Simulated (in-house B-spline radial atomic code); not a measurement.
Whole-atom quantities along the 34-electron series, configuration [Ar] 3d10 4s2 4p4. Breit and QED terms are first order and not part of the total energy; the density at the nucleus is averaged over the nuclear charge. Computed with an all-electron radial atomic-structure program (B-spline basis): Dirac-Hartree-Fock, average of the configuration, finite nuclei.

```
  ion   Z  E/Z² (Eh)  Σ<r²> (bohr²)  n(0)/Z³ (bohr⁻³)  Lamb diamagnetic shielding (ppm)  repulsion over attraction  Breit energy (eV)  self-energy (eV)  vacuum polarisation (eV)  Dirac less non-relativistic energy (Eh)
   Se  34    -2.1009         40.992           0.99076                            3063.2                    0.16207             31.725             23.57                   -2.3168                                  -28.745
  Br+  35    -2.1262         31.626            1.0126                           3185.34                     0.1599             35.049            26.074                   -2.6093                                  -32.583
 Kr2+  36    -2.1508         25.875            1.0353                           3307.37                    0.15752             38.611            28.763                   -2.9296                                  -36.807
 Rb3+  37    -2.1748         21.875            1.0592                           3429.51                    0.15503             42.419            31.645                   -3.2797                                  -41.442
 Sr4+  38     -2.198         18.895            1.0839                            3551.9                    0.15248             46.483            34.729                   -3.6616                                  -46.517
 Zr6+  40    -2.2425         14.711            1.1365                           3797.73                    0.14734             55.413            41.539                    -4.529                                    -58.1
 Nb7+  41    -2.2638          13.18            1.1636                           3921.29                    0.14479             60.296            45.282                   -5.0191                                  -64.669
 Mo8+  42    -2.2844         11.898            1.1908                           4045.33                    0.14227             65.472            49.265                   -5.5498                                  -71.798
 Tc9+  43    -2.3046          10.81            1.2217                           4169.91                    0.13979             70.949            53.495                   -6.1243                                  -79.523
Ru10+  44    -2.3242         9.8757            1.2516                           4295.04                    0.13735             76.736            57.985                   -6.7446                                  -87.876
Rh11+  45    -2.3433          9.065            1.2847                           4420.77                    0.13496             82.844            62.744                    -7.414                                  -96.895
Pd12+  46    -2.3619         8.3556            1.3183                           4547.14                    0.13262              89.28            67.783                   -8.1353                                  -106.61
Ag13+  47      -2.38         7.7302            1.3543                           4674.16                    0.13033             96.057            73.113                   -8.9118                                  -117.08
Cd14+  48    -2.3977         7.1755            1.3898                           4801.87                     0.1281             103.18            78.746                   -9.7464                                  -128.32
In15+  49     -2.415         6.6805            1.4292                            4930.3                    0.12591             110.67            84.694                   -10.643                                  -140.38
Sn16+  50     -2.432         6.2365             1.469                           5059.48                    0.12378             118.52            90.969                   -11.606                                  -153.31
Sb17+  51    -2.4485         5.8365            1.5109                           5189.45                     0.1217             126.75            97.585                   -12.638                                  -167.15
```

Problem. With what power of Z does the column «Dirac less non-relativistic energy (Eh)» change over this range?

Solution. A fit of the logarithm of its size against log Z from Z = 34 to 51 has slope 4.34. An unscreened hydrogenic electron would give 4 at low Z; screening makes the apparent power larger near the neutral end, and relativity raises it again at high Z.
